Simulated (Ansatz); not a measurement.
CH₄Cl₂OSTi (`C[S][Ti]([OH])([Cl])[Cl]`), charge 0, multiplicity 1.

Task: Give a relaxed structure at PBE0-D4/def2-TZVP (Ansatz 0.2.0). (An estimate is asked.)

Result: Ansatz gave: 
Z-matrix (Å, degrees):
```
C
S 1 1.819
H 1 1.089 2 110.3
H 1 1.090 2 106.9 3 118.9
H 1 1.090 2 111.0 3 -122.3
Ti 2 2.247 1 99.4 3 67.6
Cl 6 2.199 2 108.0 1 -58.1
O 6 1.742 2 104.9 1 -179.0
Cl 6 2.200 2 108.4 1 60.0
H 8 0.956 6 159.6 2 175.6
```
This is one stationary point; other conformers may exist.
